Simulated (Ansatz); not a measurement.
## Four-centre ligand exchange

Start structure (SiNH5F2, singlet), relaxed at PBE0-D4/def2-TZVP:

| atom | x (Å) | y (Å) | z (Å) |
| --- | --- | --- | --- |
| Si1 | -0.2740 | 0.8613 | 0.5708 |
| H2 | -1.2415 | 0.9819 | -0.5386 |
| F3 | -0.6360 | 2.1835 | 1.4248 |
| F4 | 1.2472 | 1.1956 | 0.1801 |
| H5 | -0.4360 | -0.1816 | 1.6041 |
| H6 | -0.5036 | -1.7057 | -0.7365 |
| N7 | 0.2603 | -1.0433 | -0.6644 |
| H8 | 0.5349 | -0.7752 | -1.6025 |
| H9 | 1.0487 | -1.5164 | -0.2378 |

The step: SiH₂F₂ ([F][SiH2][F]) + NH₃ → SiNH₃F₂ ([NH2][SiH]([F])[F]) + H₂; bonds formed: Si1–N7, H2–H6; bonds broken: Si1–H2, H6–N7. Program: Ansatz 0.2.0. Basis: def2-TZVPP and def2-QZVPP. Cores are frozen in the correlated methods. Extrapolation: Hartree–Fock as exp(−7.88 √X), correlation as X^−2.97. Energies below are by CCSD(T) at an estimated basis limit (MP2 extrapolated from triple and quadruple zeta, plus CCSD(T) − MP2 in triple zeta).

Q: What are the electronic barrier and the energy of the step, from the start structure to the end structure? (Judge from chemistry; the value comes from the calculation.)

A: By the calculation: Barrier 42.99 kcal/mol; step energy -8.03 kcal/mol (downhill); reverse barrier, their difference, 51.02 kcal/mol. Barrier and step energy count from the start structure, the reverse barrier from the end structure.

The saddle point: One imaginary mode of 1427i cm⁻¹.
```csv
pair,start (Å),saddle (Å),end (Å)
Si1–N7,2.33,1.84,1.69
H2–H6,2.79,1.12,0.75
Si1–H2,1.48,1.78,4.34
H6–N7,1.01,1.23,2.84
```

Zero-point energy (harmonic, PBE0-D4): ZPE is 38.58 kcal/mol at the start and 35.21 kcal/mol at the saddle, so the barrier goes from 42.99 to 39.62 kcal/mol.

T1 diagnostic: at most 0.012.

Labels in which every atom is bracketed show which atoms are joined, not bond orders.

For scale, one of the runs: CCSD(T)/def2-TZVPP, 205 basis functions, launched by `ansatz run in.yaml --threads 4 --pin off --events-out ev --progress --plain --max-ram 9574MiB`. The run took 19 s on 4 CPU threads of an AMD EPYC 9R45 (shared host), with 2.8 GiB of host memory at its peak.
